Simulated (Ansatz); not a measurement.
Abridged output of a molecular run in Ansatz:

```
Functional definition: HF
1534 factors; integrals over basis functions are off by at most 8.1e-4 eV
mean field evaluation 1: about -82446.6465 eV, gradient 2.9e1 eV
mean field evaluation 2: about -82446.9118 eV, gradient 2.9e1 eV
mean field evaluation 4: about -82449.1170 eV, gradient 2.9e0 eV
mean field evaluation 8: about -82449.1736 eV, gradient 2.2e-1 eV
mean field evaluation 16: about -82449.1739 eV, gradient 1.9e-6 eV
mean field -82449.17394508 eV, -3029.9512564243 hartree, gradient 1.9e-6 eV, S^2 0.000000; 0 other end points of the search recorded, 0 dependent functions left out
19 core orbitals not correlated: weight in the atoms' cores, before any rotation towards them, 1.000 or more for the frozen orbitals, at most 0.000 for the correlated occupied ones
reference -82449.17394508 eV, -3029.9512564243 hartree; 23, 23 occupied and 185, 185 virtual orbitals, 1534 factors
second order -27.10852783 eV of doubles, -0.00000000 eV of singles
cycle   1  -26.83511641 eV  change    2.7e-1 eV  update   1.2e-1
cycle   2  -27.53487792 eV  change   -7.0e-1 eV  update   3.4e-2
cycle   3  -27.65061504 eV  change   -1.2e-1 eV  update   1.8e-2
cycle   4  -27.62927063 eV  change    2.1e-2 eV  update   5.0e-3
cycle   5  -27.62652161 eV  change    2.7e-3 eV  update   2.2e-3
cycle   6  -27.62743105 eV  change   -9.1e-4 eV  update   7.1e-4
cycle   7  -27.62697527 eV  change    4.6e-4 eV  update   2.6e-4
cycle   8  -27.62685580 eV  change    1.2e-4 eV  update   9.3e-5
cycle   9  -27.62692509 eV  change   -6.9e-5 eV  update   4.2e-5
cycle  10  -27.62693995 eV  change   -1.5e-5 eV  update   1.6e-5
perturbative correction -0.91296139 eV, -0.0335507122 hartree
Total energy: -82477.71384642 eV, -3031.0000784535 hartree
```

Its atoms:

Cartesian coordinates in Å:
```
F -0.364 -0.916 -2.244
Si -0.623 0.289 -1.218
Sb -0.582 -0.647 1.179
Se 1.952 -0.291 1.364
H 0.438 1.304 -1.433
H -1.957 0.867 -1.526
H -0.990 0.921 1.741
H 2.126 -1.528 2.137
```

Which basis set was used?
A. def2-TZVPPD
B. def2-QZVPP
C. def2-TZVPP
D. cc-pV(D+d)Z

C. It gives 227 functions.

Write the keys of the input that set method, charge and spin (a neutral closed shell needs none for the last two).


```yaml
correlation: {method: ccsd_t}
```
